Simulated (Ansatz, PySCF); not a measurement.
Reaction 2 R1 → P1, each structure at its B3LYP-D3(BJ)/def2-TZVP stationary point, reached from a drawn start (curvature not checked).
P1, H2 (SMILES [H][H]) (charge 0, multiplicity 1):
```json
[
 {"atom": "H", "x (Å)": "0.0000", "y (Å)": "0.0000", "z (Å)": "-0.3720"},
 {"atom": "H", "x (Å)": "0.0000", "y (Å)": "0.0000", "z (Å)": "0.3720"}
]
```
R1: H atom, charge 0, multiplicity 2.

P less R. No zero-point or thermal terms.

CBS: X⁻³ extrapolation of the correlation energy, Hartree–Fock from the larger set.

Codes used: Ansatz (Gaussian basis) for Hartree–Fock, density functionals and correlated methods; PySCF for M06-2X. Each number belongs to the level named beside it.

**Question.** What is the computed reaction energy (PBE/def2-TZVPP)?

**Answer.** -104.7 kcal/mol

**Question.** What is the computed reaction energy (M06-2X/def2-TZVPP)?

**Answer.** -108.3 kcal/mol

**Question.** What reaction energy does CCSD(T)/CBS(cc-pVTZ, cc-pVQZ) give?

**Answer.** -109.6 kcal/mol

Ansatz is a quantum-chemistry and plane-wave program.
